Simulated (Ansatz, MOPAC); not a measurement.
Molecule: SiH5, net charge -1, singlet state. SMILES: [SiH5-]
Geometry from a B3LYP-D3(BJ)/def2-TZVP (Ansatz, a quantum-chemistry and plane-wave program) optimisation:
```xyz
6

Si     0.0000     0.0000     0.0000
H     -0.0176    -0.0230     1.6156
H      0.0176     0.0230    -1.6156
H      1.5301     0.0063     0.0168
H     -0.7707     1.3219     0.0104
H     -0.7594    -1.3282    -0.0272
```
Charge -1, spin multiplicity 1.

Wanted: vertical ionisation energy to the doublet, in eV. Conventions: UHF or UKS for open shells; spin-orbit terms left out; each state is the SCF solution reached for its charge and spin; six Cartesian d functions in 6-31G* and its kin unless marked 5d; non-relativistic; no dispersion term unless named; valence correlation only. CBS marks a two-point X^-3 extrapolation of the correlation energy; Hartree-Fock from the larger set. [CCSD(T)-MP2]/basis is that difference in the basis named. First-principles rows: single points at B3LYP-D3(BJ) geometries (Ansatz). Semi-empirical rows: differences of heats of formation at the shared geometry for vertical values. Sets without +, aug- or the D of def2-TZVPD hold no diffuse functions, which anions need.

| species | coefficient | E at B3LYP/6-31G* (Ansatz), Eh | E at PBE/def2-TZVPD (Ansatz), Eh | heat of formation at MNDO (MOPAC), kcal/mol |
|---|---|---|---|---|
| charge 0, doublet | +1 | -292.37395 | -292.21841 | 84.37 |
| charge -1, singlet | -1 | -292.43749 | -292.28541 | 22.85 |

Coupled cluster (Ansatz) is a level with limits of its own, used here on species with T1 under 0.025 (0.045 for open shells) and stable references: RI-MP2/CBS(aug-cc-pV(T+d)Z,aug-cc-pV(Q+d)Z)+[CCSD(T)-MP2]/aug-cc-pV(T+d)Z. Value to compare with, RI-MP2/CBS(aug-cc-pV(T+d)Z,aug-cc-pV(Q+d)Z)+[CCSD(T)-MP2]/aug-cc-pV(T+d)Z (Ansatz): 2.32 eV. 1 Eh = 27.2114 eV and 1 eV = 23.0605 kcal/mol.

Task: Work the quantity out at each level, and compare with RI-MP2/CBS(aug-cc-pV(T+d)Z,aug-cc-pV(Q+d)Z)+[CCSD(T)-MP2]/aug-cc-pV(T+d)Z (Ansatz).

Result: 
- B3LYP/6-31G*: the sum of coefficient times E is 0.06354 Eh, or 1.729 eV. Result: 1.73 eV. Its difference against RI-MP2/CBS(aug-cc-pV(T+d)Z,aug-cc-pV(Q+d)Z)+[CCSD(T)-MP2]/aug-cc-pV(T+d)Z (Ansatz) is -0.59 eV.
- PBE/def2-TZVPD: the sum of coefficient times E is 0.06700 Eh, or 1.823 eV. Result: 1.82 eV. Its difference against RI-MP2/CBS(aug-cc-pV(T+d)Z,aug-cc-pV(Q+d)Z)+[CCSD(T)-MP2]/aug-cc-pV(T+d)Z (Ansatz) is -0.50 eV.
- MNDO: the sum of coefficient times heat of formation is 61.52 kcal/mol, or 2.67 eV. Its difference against RI-MP2/CBS(aug-cc-pV(T+d)Z,aug-cc-pV(Q+d)Z)+[CCSD(T)-MP2]/aug-cc-pV(T+d)Z (Ansatz) is 0.35 eV.
